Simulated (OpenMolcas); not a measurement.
## Pr IV: from CASSCF to CASPT2

```yaml
Program: OpenMolcas
Basis: ANO-R2 [8s6p3d3f1g]
Scalar_Hamiltonian: X2C, finite nucleus
Active_space: 2 electrons in 7 orbitals (4f)
State_averaging: 2S+1 = 3 even, 21 roots; 2S+1 = 1 even, 28 roots
Spin-orbit_coupling: RASSI with atomic mean-field integrals over the reference wave functions, term energies averaged over their components
```

Methods on the same reference wave functions:
A. CASSCF
B. SS-CASPT2, IPEA 0.25 Eh, imaginary shift 0.1 Eh (closed shells correlated: 5s 5p)

Energies in eV above 4f2 3H4, the measured ground level; measured values from Martin, Zalubas and Hagan, Atomic Energy Levels: The Rare-Earth Elements, NSRDS-NBS 60 (1978).

| Level | A | B | Measured |
| --- | --- | --- | --- |
| 4f2 3H4 | 0.0000 | 0.0000 | 0.0000 |
| 4f2 3H5 | 0.2836 | 0.286 | 0.2668 |
| 4f2 3H6 | 0.5837 | 0.586 | 0.5442 |
| 4f2 3F2 | 0.8456 | 0.667 | 0.6195 |
| 4f2 3F3 | 1.0276 | 0.853 | 0.7954 |
| 4f2 1D2 | 2.9234 | 2.500 | 2.1492 |
| 4f2 1I6 | 3.4963 | 3.220 | 2.7539 |
| 4f2 3P0 | 3.6764 | 3.189 | 2.6520 |
| 4f2 3P1 | 3.7556 | 3.278 | 2.7286 |
| 4f2 3P2 | 3.9059 | 3.431 | 2.8715 |
| 4f2 1S0 | 8.0113 | 6.411 |  |

Deviations, from unrounded energies. A percentage is the sum of absolute deviations over the sum of measured energies, with the sign that they share, or ± where signs differ.

| Against measurement | Levels | A | B |
| --- | --- | --- | --- |
| mean absolute deviation (cm-1) | 9 | 4600 | 2400 |
| fine structure of the ground term (%) | 2 | +6.9 | +7.5 |
| other terms of the ground configuration (%) | 7 | +34.7 | +17.6 |

B lies closest to measurement on these levels. The largest miss of B in the table is 4f2 3P2, by +4500 cm-1. The ranking rests on the paired levels alone, and a cruder setting can come out closer through cancelling errors.

From A to B the spin-free energies of the other terms of 4f2 shown, above 3H, scale by factors of 0.76 to 0.91, as is usual when dynamic correlation screens the repulsion within a d or f shell.

The lowest spin-free term lies below A's lowest term by 0.188 hartree in B.

CASPT2 breaks the degeneracy within a term, and the mean is taken; among the terms shown or strongly mixed into the levels shown the widest spread is 570 cm-1 (4f2 1I, B). Over all roots computed the reference weight is 0.87 to 0.95 in B; the roots of lowest weight are the least certain, and an intruder state may touch them. Without dynamic correlation excited terms often stand tens of per cent too high (terms of higher spin than the ground term too low), and those without a measured partner can miss by more than the paired ones (holds for A). Some levels mix across a computed gap that differs much from the measured one, so their mixing is not that of the real levels (holds for A). Some terms miss by over 15 % even with CASPT2, which points to a basis or an active space too small for the shells correlated (holds for B). Measured partners are found by configuration, term and J. A level has none where our copy of the source lacks it or the pairing is in doubt (some pairs that miss far off the trend of their configuration count as doubtful), and it then counts in no deviation. Levels of configurations outside the active space are missing. Levels that lie high or do not pair safely by name in every column are left out.
